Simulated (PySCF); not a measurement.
An equivalent PySCF input for Cl (chlorine, neutral), [Ne] 3s2 3p5, 2P determinant, with the non-relativistic Hamiltonian (point nucleus):

```python
from pyscf import gto, scf, dft, mp, cc
import basis_set_exchange as bse
mol = gto.M(atom="Cl 0 0 0", charge=0, spin=1, symmetry="D2h",
            basis=gto.basis.parse(bse.get_basis("cc-pV(T+d)Z", elements=["Cl"], fmt="nwchem", header=False)))
mf = dft.UKS(mol, xc="PBE0")
mf.irrep_nelec = {'Ag': (3, 3), 'B1u': (2, 2), 'B2u': (2, 2), 'B3u': (2, 1)}
mf.kernel()
```

It reaches the same state as the run whose output follows, with an energy that differs only through the grid. The run itself started from symmetry-adapted Hartree-Fock orbitals and held the occupation by maximum overlap, on a logarithmic radial grid, so the iterations belong to that start.

```
SCF conv_tol = 1e-09
number electrons alpha = 9  beta = 8
XC functionals = PBE0
    C. Adamo and V. Barone.,  J. Chem. Phys. 110, 6158 (1999)
    M. Ernzerhof and G. E. Scuseria.,  J. Chem. Phys. 110, 5029 (1999)
cycle= 1 E= -460.005056163823  delta_E= -0.00617  |g|= 0.0181  |ddm|= 0.144
cycle= 2 E= -460.005224794299  delta_E= -0.000169  |g|= 0.00632  |ddm|= 0.0438
cycle= 3 E= -460.005243346291  delta_E= -1.86e-05  |g|= 0.00306  |ddm|= 0.0152
cycle= 4 E= -460.005247068315  delta_E= -3.72e-06  |g|= 0.00031  |ddm|= 0.00411
cycle= 5 E= -460.005247143845  delta_E= -7.55e-08  |g|= 1.88e-05  |ddm|= 0.000776
cycle= 6 E= -460.005247144273  delta_E= -4.29e-10  |g|= 2.79e-06  |ddm|= 7.99e-05
converged SCF energy = -460.005247144273  <S^2> = 0.75404722  2S+1 = 2.0040431
```
